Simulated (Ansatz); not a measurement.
Geometry optimisation, RKS B3LYP/def2-SVP in Ansatz 0.2.0.

The input (input.yaml):

```yaml
crystal:
  periodic: [false, false, false]
  atoms:
    - { symbol: Hf, position_ang: [0.0, 0.0, 0.0] }
    - { symbol: "N", position_ang: [0.0, 0.0, 2.21] }
    - { symbol: H, position_ang: [-0.877, -0.2713, 2.74] }
    - { symbol: H, position_ang: [0.877, 0.2713, 2.74] }
    - { symbol: O, position_ang: [1.952, 0.0, -0.6893] }
    - { symbol: H, position_ang: [2.2684, -0.9521, -0.806] }
    - { symbol: O, position_ang: [-0.975, 1.6891, -0.6893] }
    - { symbol: H, position_ang: [-1.9328, 1.4584, -0.9117] }
    - { symbol: O, position_ang: [-0.975, -1.6891, -0.6893] }
    - { symbol: H, position_ang: [-1.4296, -2.1548, 0.0831] }
basis:
  gaussian: { orbitals: def2-SVP }
hamiltonian:
  xc: b3lyp
relax:
  f_tol: 0.02
  max_steps: 40
```

Launched with:

```bash
$ ansatz run input.yaml --threads 4 --pin off --max-ram 5120MiB --backend cpu --events-out ev --progress --plain --runs-dir out
```

Question: Where does it end, and by what steps?

Answer: The forces met the threshold. After 9 steps the energy has fallen by 1.277 eV; H3 moved furthest, 0.85 Å.

| step | energy less start (eV) | largest force component (eV/Å) | accepted |
| --- | --- | --- | --- |
| 0 | 0.0000 | 2.407 | yes |
| 1 | -0.6991 | 2.918 | yes |
| 2 | -0.9533 | 1.427 | yes |
| 3 | -1.1275 | 0.502 | yes |
| 4 | -1.2187 | 0.319 | yes |
| 5 | -1.2536 | 0.390 | yes |
| 6 | -1.2572 | 0.209 | yes |
| 7 | -1.2454 | 0.398 | no |
| 8 | -1.2736 | 0.114 | yes |
| 9 | -1.2767 | 0.014 | yes |

```xyz
10
Properties=species:S:1:pos:R:3
Hf -0.104 -0.158 0.111
N 0.007 0.080 2.150
H -0.680 0.558 2.732
H 0.739 -0.281 2.761
O 1.726 -0.245 -0.541
H 2.533 -0.366 -1.042
O -1.167 1.331 -0.550
H -1.693 1.933 -1.076
O -1.003 -1.830 -0.336
H -1.450 -2.669 -0.222
```

Whether the end is a true minimum wasn't checked by a vibrational analysis.

The run took 23 s on 4 threads of Arm Neoverse V1, on a shared host, peak memory 0.26 GiB.
